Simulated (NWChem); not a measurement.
# SnH4O2; SMILES [OH][SnH2][OH]

All runs: NWChem. Geometry: optimised at PBE0/def2-SVP. No frequency run checked for a minimum. def2 effective core potentials on Sn; no spin-orbit coupling. Gas phase, vertical. One conformer.

B3LYP/def2-SVPD, TDA puts singlet state 2 at 6.40 eV with oscillator strength 0.062.

Question: Give the wavelength, the transition dipole and the radiative lifetime of that state in vacuum.

Answer: 
1. λ = 1239.84/6.40 = 194 nm, or 51620 cm⁻¹.
2. f = (2/3) ΔE μ² in atomic units, so μ = √(1.5 f/ΔE) = 0.63 a.u. = 1.60 D.
3. τ = 1.499 s cm⁻² / (f ν²) = 9.1 ns, for a non-degenerate state that emits at the vertical energy; a higher state like this one mostly decays faster by other paths.
